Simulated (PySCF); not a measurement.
PySCF job for C₂H₇Si, SMILES C[SiH]C, multiplicity 2, PBE0/pcH-1. The structure is a stationary point at PBE0-D3(BJ)/def2-SVP. The isomer is the one that the SMILES or the coordinates give; other isomers of the formula were not compared.

```python
import numpy as np
from pyscf import gto, scf, dft
from pyscf.prop.hfc import uks as hfc
from pyscf.prop.gtensor import uks as gtensor

mol = gto.M(
    atom='''
    C     0.04202033    0.46800088   -1.56111199
    Si   -0.13359745   -0.57524851    0.00000000
    C     0.04202033    0.46800089    1.56111198
    H     1.03093348    0.95702993   -1.59184811
    H    -0.05940442   -0.15008827   -2.46586329
    H    -0.72672233    1.25524450   -1.59781784
    H     0.87650680   -1.68690383   -0.00000000
    H     1.03093349    0.95702994    1.59184811
    H    -0.05940442   -0.15008827    2.46586329
    H    -0.72672233    1.25524450    1.59781784
    ''',
    basis='pcH-1',
    charge=0,
    spin=1,
    max_memory=1600,
    verbose=3,
)
mf = dft.UKS(mol, xc='pbe0').density_fit(auxbasis='def2-universal-jkfit')
mf.grids.level = 3
mf.conv_tol = 1e-10
mf.max_cycle = 100
mf.kernel()
fine, coarse = mf.grids, dft.Grids(mol).set(level=1).build(with_non0tab=True)
for _ in range(3):  # follow internal instabilities
    mf.grids = coarse
    mo, _, stable, _ = mf.stability(return_status=True, nroots=4)
    mf.grids = fine
    if stable:
        break
    mf.kernel(mf.make_rdm1(mo, mf.mo_occ))
A = hfc.HFC(mf).make_fcdip(mf.make_rdm1())  # Fermi contact and dipolar terms, MHz
print('atom   A(iso)/MHz   principal dipolar parts/MHz')
for i, a in enumerate(A):
    w = np.linalg.eigvalsh((a + a.T) / 2)
    print(f'{mol.atom_symbol(i):2s}{i + 1:3d} {w.mean():12.2f}', (w - w.mean()).round(2))
gt = gtensor.GTensor(mf)
gt.dia_soc2e, gt.para_soc2e, gt.so_eff_charge = None, None, True
gt.max_cycle_cphf = 60
g = gt.kernel()
```

It prints:

```

WARN: HOMO -0.162140823144824 >= LUMO -0.162140823144838

converged SCF energy = -369.654694038534  <S^2> = 0.75179559  2S+1 = 2.0017948
<class 'pyscf.df.df_jk.DFUKS'> wavefunction is stable in the internal stability analysis
atom   A(iso)/MHz   principal dipolar parts/MHz
C   1        18.75 [-3.66 -3.28  6.94]
Si  2      -464.97 [-164.68   82.1    82.58]
C   3        18.75 [-3.66 -3.28  6.94]
H   4        60.04 [-3.76  0.24  3.52]
H   5         1.82 [-4.02 -2.49  6.51]
H   6         4.10 [-4.12 -2.59  6.72]
H   7        39.70 [-8.98  0.5   8.48]
H   8        60.04 [-3.76  0.24  3.52]
H   9         1.82 [-4.02 -2.49  6.51]
H  10         4.10 [-4.12 -2.59  6.72]
SOC(1e)/OZ [-6.33444318e-05  2.38508080e-03  1.73448429e-03]
free electron g 2.00231930436182
g-tensor total [2.00217493 2.00469564 2.00403567]
g-shift (ppt) [-0.14437527  2.37633829  1.71636976]
```

The calculation finished and met its thresholds.
